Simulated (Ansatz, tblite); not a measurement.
Removing and adding an electron: Li₁₂F₁₂ (started as a model of: (LiF)12 cage of four- and six-membered rings). The state is a singlet with charge 0. Geometry: PBE0-D4/def2-SVP. Ansatz, gas phase; energy differences of separate SCF runs; the oxidised species was run as a doublet alone; the reduced species was run as a doublet alone.

Cartesian coordinates in Å:
```
Li 1.5196 0.6793 -2.2177
F -0.1987 0.6998 -2.7678
Li -0.3676 2.1524 -1.7109
F 1.3728 2.1859 -1.2358
Li 1.7593 2.0913 0.4725
F 2.5252 0.6248 1.1923
Li 2.6443 -0.8117 0.1928
F 2.2623 -0.7716 -1.5702
Li 1.1948 -2.1840 -1.2228
F 1.6498 -2.2812 0.5205
F -0.4808 -2.2197 -1.7409
Li -1.1917 -0.6996 -2.4036
F -2.5252 -0.6256 -1.1902
Li -1.7578 -2.0925 -0.4728
Li -2.6451 0.8115 -0.1918
F -1.6503 2.2802 -0.5211
Li -1.1942 2.1843 1.2221
F 0.4813 2.2208 1.7398
Li 1.1909 0.7010 2.4045
F -2.2624 0.7726 1.5711
Li 0.3679 -2.1524 1.7110
F -1.3724 -2.1869 1.2358
Li -1.5200 -0.6797 2.2165
F 0.1982 -0.6990 2.7668
```

The xTB rows come from tblite.

Task: Estimate orbital energies and vertical ionisation energies and electron affinities at: GFN1-xTB; GFN2-xTB; PBE-D4/def2-SVP; PBE0-D4/def2-SVP.

Result: 
```tsv
level	−HOMO (eV)	vertical IE (eV)	−LUMO (eV)	vertical EA (eV)	HOMO–LUMO gap (eV)	IE − EA (eV)	remarks
GFN1-xTB	10.59	12.60	6.17	4.47	4.42	8.13	–
GFN2-xTB	10.97	13.06	3.19	1.25	7.78	11.82	–
PBE-D4/def2-SVP	7.62	–	0.76	-0.23	6.86	–	HOMO above zero (-1 doublet)
PBE0-D4/def2-SVP	9.67	11.23	0.21	-0.42	9.46	11.65	HOMO above zero (-1 doublet)
```

Relaxing the reduced species (PBE0-D4/def2-SVP) changes its energy by 0.00 eV at PBE0-D4/def2-SVP, so the adiabatic electron affinity to this nearest minimum is -0.42 eV. At PBE-D4/def2-SVP it is -0.22 eV. The highest occupied level of the relaxed charge -1 doublet lies above zero (up to 1.13 eV). By energy differences, losing it releases 0.42 eV (each at its own geometry, to the charge 0 singlet, at PBE0-D4/def2-SVP).  Run but left out: PBE-D4/def2-SVP (charge +1 doublet: an occupied level 0.10 eV above an empty one).   A HOMO above zero means that the electron is unbound at that level or that self-interaction error raises the level; the energy of removing that electron tells which. Raw xTB energy differences between charge states are shifted by several eV; the methods need an empirical correction for them. Sets without diffuse functions give affinities that are too small. A negative affinity means that the extra electron isn't bound; its size then hangs on the basis.
